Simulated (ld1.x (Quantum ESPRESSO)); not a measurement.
Which change was made? (Ni, ultrasoft)

* Element: nickel
* Generator: ld1.x (Quantum ESPRESSO) 7.5
* Type: ultrasoft
* Functional: LDA (PZ)
* Relativity: scalar-relativistic
* Frozen core: [Ne]
* Valence charge: 18
* Reference configuration: 3s2 3p6 3d8 4s2 4p0
* Partial waves: 3s (bound): rcut 1.35, rcutus 1.50 bohr; 4s (bound): rcut 1.35, rcutus 1.50 bohr; 3p (bound): rcut 1.10, rcutus 1.15 bohr; 4p (bound, empty): rcut 1.10, rcutus 1.15 bohr; 3d (bound): rcut 0.60, rcutus 0.75 bohr; 3d channel at -0.15 Ry: rcut 0.60, rcutus 0.75 bohr
* Local potential: all-electron potential smoothed inside 1.20 bohr (lloc = -1)
* Core correction: a·sin(br)/r model core inside 0.50 bohr
* Augmentation charge: built from norm-conserving waves at rcut, not smoothed further

Cutoffs, loose and tight: the cutoffs (Ry, on a coarse ladder) from which the occupation-weighted sum of valence levels, in a spherical-Bessel basis at the reference potential, stays within 10 and 1 mRy of its value at 400 Ry. They do not see the model core or the augmentation charge, which bear on the density cutoff. Test errors are all-electron minus pseudo excitation energies from the reference, over the configurations 3s2 3p6 3d8 4s1 4p0; 3s2 3p6 3d8 4s0 4p0; 3s2 3p6 3d7 4s0 4p0; 3s2 3p6 3d7 4s2 4p0; 3s2 3p6 3d8 4s1 4p1; 3s2 3p6 3d6 4s0 4p0; 3s2 3p6 3d9 4s0 4p0 (two spin-polarised tests are not counted in the largest error); variants that change the core or the reference have their own tests.

The base gives: outcome: generated, overlap not positive; bound ghosts: not determined (overlap not positive); largest test error (meV): +4653.

On the changes marked as counting shells twice: ld1.x takes every shell without a wave as core, so the model core holds the marked electrons as well and exchange and correlation see them twice. This cancels in the reference configuration, but the file is broken for other ones, and its errors say nothing about a proper core correction.

After one change the result is: outcome: generated, misses its reference levels by 2.26 eV; bound ghosts: none; largest test error (meV): -15490. Which change was it?
A. core [Ne] 3s2, valence charge 16; reference 3p6 3d8.5 4s1.5 4p0; waves now 4s (bound): rcut 2.25, rcutus 2.50 bohr; 4s channel at -0.05 Ry: rcut 2.25, rcutus 2.50 bohr; 3p (bound): rcut 1.10, rcutus 1.50 bohr; 4p (bound): rcut 1.10, rcutus 1.50 bohr; 3d (bound): rcut 1.40, rcutus 1.75 bohr; 3d channel at -0.15 Ry: rcut 1.40, rcutus 1.75 bohr; local potential all-electron potential smoothed inside 1.45 bohr (lloc = -1); core correction a·sin(br)/r model core, default radius (core density twice the valence density)
B. type TM; waves now 3p (bound): rc 1.15 bohr; 3d (bound): rc 0.75 bohr; 3s (bound): rc 1.50 bohr; local potential the s channel (4s counted twice)
C. augmentation PSQ, inside the norm-conserving radii

B. The others give: core [Ne] 3s2, valence charge 16; reference 3p6 3d8.5 4s1.5 4p0; waves now 4s (bound): rcut 2.25, rcutus 2.50 bohr; 4s channel at -0.05 Ry: rcut 2.25, rcutus 2.50 bohr; 3p (bound): rcut 1.10, rcutus 1.50 bohr; 4p (bound): rcut 1.10, rcutus 1.50 bohr; 3d (bound): rcut 1.40, rcutus 1.75 bohr; 3d channel at -0.15 Ry: rcut 1.40, rcutus 1.75 bohr; local potential all-electron potential smoothed inside 1.45 bohr (lloc = -1); core correction a·sin(br)/r model core, default radius (core density twice the valence density) → outcome: generated; bound ghosts: not determined; largest test error (meV): +8.7 over the solved tests; test run stopped at test 4 of 9 (negative rho) | augmentation PSQ, inside the norm-conserving radii → outcome: generated, overlap not positive; bound ghosts: not determined (overlap not positive); largest test error (meV): -202. A file whose overlap is not positive is unfit for use, and its test errors describe a broken file.
